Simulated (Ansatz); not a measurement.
Basis-set extrapolation for C$_{7}$H$_{7}$O$_{3}$S− (`Cc1ccc(S(=O)(=O)[O-])cc1`) (PBE0-D4/def2-TZVPD geometry, frozen core, the Gaussian-basis code of Ansatz). Multiplicity 1, RHF reference.

|  | def2-TZVPPD | def2-QZVPPD |
| --- | --- | --- |
| HF | -891.526772 | -891.560684 |
| MP2 correlation | -2.031937 | -2.170841 |
| CCSD(T) correlation | -2.150685 | not run |

Energies in hartree. Use E(X) = E(∞) + A·exp(−7.88·√X) for Hartree–Fock and E(X) = E(∞) + B·X^(−2.97) for correlation, with X = 3 and 4, and add CCSD(T) minus MP2 of the smaller set to the MP2 limit.

Problem. What is the CCSD(T) energy at the basis-set limit?

Solution. HF limit: -891.560684 + (-0.033912) × 0.13774 = -891.56536. MP2 limit: -2.170841 + (-0.138904) × 0.74074 = -2.27373. Higher-order term: -2.150685 − (-2.031937) = -0.11875. Total: -893.95784 hartree, 736.1 kJ/mol below CCSD(T)/def2-TZVPPD.
